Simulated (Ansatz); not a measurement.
Consider the ligand exchange at the Al–C bond: `[CH3][AlH][CH2][SiH2]F` + `O[SiH2][SiH3]` → `[CH3][AlH][O][SiH2][SiH3]` + `C[SiH2]F`.

Computed with Ansatz on PBE0-D4/def2-TZVP structures; ΔE is electronic, products minus reactants. CBS: MP2 limit from def2 TZ/QZ plus the TZ coupled-cluster correction, frozen cores. DFT in def2-TZVPP. Each species was taken in one conformer, which may not be the lowest.

```csv
level,ΔE (eV)
ωB97X-V,-1.60
B2PLYP,-1.65
PBE,-1.46
r2SCAN,-1.59
PBE0,-1.50
HF/def2-TZVPP,-1.77
SCS-MP2/def2-TZVPP,-1.66
HF/def2-QZVPP,-1.78
```

(1) What does CCSD(T)/CBS give? (Estimate.)

Largest T1 diagnostic among the species: 0.012.

Results:

(1) Ansatz gave: -1.60 eV. The listed levels differ from it by 0.00, -0.05, 0.14, 0.01, 0.10, -0.17, -0.06, -0.18 eV.

From PBE to PBE0 (25 % exact exchange), in def2-TZVPP and without D4, ΔE moves by −0.04 eV. In def2-TZVPP, CCSD(T) changes the Hartree–Fock value by +0.16 eV (the triples alone add +0.03 eV) and MP2 by +0.15 eV.
